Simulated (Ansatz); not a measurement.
nido-B6H10 (SH for H, site d on B) (B₆H₁₀S), relaxed as a singlet with RKS PBE0-D4/def2-SVP in Ansatz, starting from the GFN1-xTB geometry. Force threshold 0.02 eV/Å.

Another isomer (singlet) lies 0.25 eV lower at PBE0-D4/def2-TZVP; other spin states weren't run for this one.

Start:

```xyz
17

B     0.3868    1.2956   -0.7612
B     1.0924   -0.3170   -0.9756
B    -1.3557   -0.4611    0.5086
B    -0.0215   -1.5438   -0.1673
B     0.3366    0.0109    0.5780
B    -0.9922    1.2128    0.0638
S     1.3157    0.1581    2.2145
H     1.1264    2.2043   -0.8683
H     2.2153   -0.5457   -1.2255
H    -2.0741   -0.8006    1.3712
H     0.3217   -2.5664    0.2957
H     1.4568    1.4790    2.1790
H    -1.5104    2.0472    0.7103
H     0.5228    0.4898   -1.8236
H     0.3757   -1.4513   -1.3771
H    -1.2808   -1.5524   -0.3682
H    -1.9155    0.3406   -0.3543
```

(1) Estimate the energy that the relaxation releases and the steps that it takes.

(2) Does the start keep its bonding and symmetry?

(3) Predict the relaxed structure.

Results:

(1) 25.7 kJ/mol, in 8 steps; 25 s on 4 threads of Arm Neoverse V1 on a shared host. The force fell under the threshold at step 6, but the optimiser went on. No frequencies were taken in this run, so the end may be a saddle point.

(2) By distances, no bond broke or formed. The bond that changes most is B5–B6, from 1.86 to 1.81 Å (atoms count from 1).

(3) 
```xyz
17

B     0.4361    1.2623   -0.7531
B     1.0912   -0.3242   -0.9658
B    -1.3218   -0.4571    0.5260
B     0.0086   -1.4818   -0.1172
B     0.3711    0.0692    0.6076
B    -0.9678    1.1848    0.1141
S     1.3437    0.1844    2.1912
H     1.2104    2.1624   -0.9305
H     2.2020   -0.6173   -1.3051
H    -2.0947   -0.8536    1.3508
H     0.3128   -2.5708    0.2768
H     1.3269    1.5318    2.2623
H    -1.5422    2.0104    0.7694
H     0.4225    0.4555   -1.8301
H     0.3326   -1.3976   -1.3849
H    -1.2736   -1.4873   -0.3902
H    -1.8579    0.3289   -0.4212
```
Bond lengths: 10 × B–B 1.65 to 1.81 Å; 1 × B–S 1.86 Å; 13 × B–H 1.20 to 1.38 Å; 1 × H–S 1.35 Å.
